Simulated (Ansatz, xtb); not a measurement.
Relaxing a trial structure of CH2ClSiSn−

The starting geometry of this gas-phase triplet was built from a drawn formula by distance geometry and a force field; its bonds are those of `[Si]=[C](Cl)[SnH2-]`.

```json
{"atom": "C", "x (Å)": "-1.0539", "y (Å)": "1.9891", "z (Å)": "0.0450"}
{"atom": "Cl", "x (Å)": "-1.6498", "y (Å)": "3.0463", "z (Å)": "1.3257"}
{"atom": "Si", "x (Å)": "-2.0018", "y (Å)": "1.6763", "z (Å)": "-1.2903"}
{"atom": "Sn", "x (Å)": "0.8673", "y (Å)": "1.1279", "z (Å)": "0.2417"}
{"atom": "H", "x (Å)": "1.8753", "y (Å)": "1.5250", "z (Å)": "1.6670"}
{"atom": "H", "x (Å)": "1.4753", "y (Å)": "0.0832", "z (Å)": "-1.0071"}
```

Predict what it relaxes into with r2SCAN-D4/def2-SVPD.

It keeps its bonds, and is `[Si]=[C](Cl)[SnH2-]`.

The energy falls by 0.74 eV over 10 steps:

```csv
step,E − E(last) (eV)
1,0.737
2,0.470
3,0.364
4,0.180
5,0.068
6,0.027
7,0.002
8,0.002
9,0.000
10,0.000
```

Final geometry (Å):

```xyz
6

C    -1.0241    1.9304    0.0282
Cl   -1.4369    3.1542    1.3612
Si   -2.0457    1.6434   -1.4080
Sn    0.6531    0.7067    0.4928
H     1.8007    1.6129    1.4797
H     1.5654    0.4003   -0.9720
```

From the same start GFN2-xTB ends elsewhere, differing in C1–Sn4 (3.44 against 2.13 Å here), Si3–Sn4 (2.56 against 3.43 Å here), Sn4–H5 (2.22 against 1.76 Å here), Sn4–H6 (2.22 against 1.75 Å here).

The end wasn't checked by frequencies. Open shells are spin-unrestricted. The triplet needn't be the ground state. Atoms past krypton carry core potentials, without spin–orbit terms. Run with Ansatz 0.2.0, 110 s on 2 threads of Arm Neoverse V2, on a shared host.
